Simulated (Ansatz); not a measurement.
Frontier orbitals of C$_{2}$H$_{6}$InN (`C=C[NH][InH2]`).

Charge 0, multiplicity 1. Correlated methods include outer-core shells of In, which these sets cover unevenly. In: def2 effective core potential. All single points use the PBE0-D4/def2-TZVP geometry. It is one conformer, not always the lowest. Basis def2-TZVPP, the Gaussian-basis code of Ansatz.

```json
{"functional": "PBE", "HOMO (eV)": "-4.71", "LUMO (eV)": "-2.28", "gap (eV)": "2.43"}
{"functional": "revPBE", "HOMO (eV)": "-4.63", "LUMO (eV)": "-2.17", "gap (eV)": "2.46"}
{"functional": "PBE0", "HOMO (eV)": "-5.70", "LUMO (eV)": "-1.58", "gap (eV)": "4.12"}
{"functional": "r2SCAN0", "HOMO (eV)": "-5.81", "LUMO (eV)": "-1.42", "gap (eV)": "4.39"}
{"functional": "LC-ωPBE", "HOMO (eV)": "-8.26", "LUMO (eV)": "0.28", "gap (eV)": "8.54"}
{"functional": "ωB97M-V", "HOMO (eV)": "-7.85", "LUMO (eV)": "-0.13", "gap (eV)": "7.72"}
```

From PBE to PBE0 the HOMO moves by −0.99 eV and the LUMO by +0.70 eV, and with ωB97M-V by −3.14 and +2.15 eV, so the gap grows from 2.43 to 7.72 eV with exact exchange.

LC-ωPBE has ω = 0.4 bohr⁻¹.
